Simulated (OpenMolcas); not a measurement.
Ag5+ (d6) among equal point charges was computed by CASSCF with the d shell active (OpenMolcas, ANO-RCC-VDZP on the metal). Its lowest spin-free states, and all those of the highest spin:

```
2S+1  Degeneracy  E (cm-1)
   5           2       0.0
   5           1      4530
   5           2      5920
   3           1     23399
   3           1     23400
   3           2     23607
   3           2     24158
   3           1     24505
   3           2     24635
   3           2     28091
   3           1     28198
   3           2     28286
```

Q: Is the site octahedral, tetrahedral or cube-like, axial, or of lower symmetry?

A: The states with 2S+1 = 5 have orbital degeneracies 2, 1, 2. There are pairs but no triples, so the site is axial: not cubic, but with a proper or improper axis of order three or more. The run had Ag5+ among 6 point charges of -1.7 e arranged as a trigonal prism (D3h), 2.04 Å from the ion, with a polar angle of 48.1° against the regular 49.1°.

An orbital doublet at a regular site is open to a Jahn-Teller distortion, which this geometry leaves out. Without dynamic correlation the repulsion within the d shell is too large (B by tens of per cent), so at a given field states of lower spin stand too high. Point charges give a weaker field than real ligands, and real ions of this kind are as a rule low spin; the high spin found here belongs to the model. This is an electrostatic model: the charges have no orbitals. No measured value stands beside these numbers.
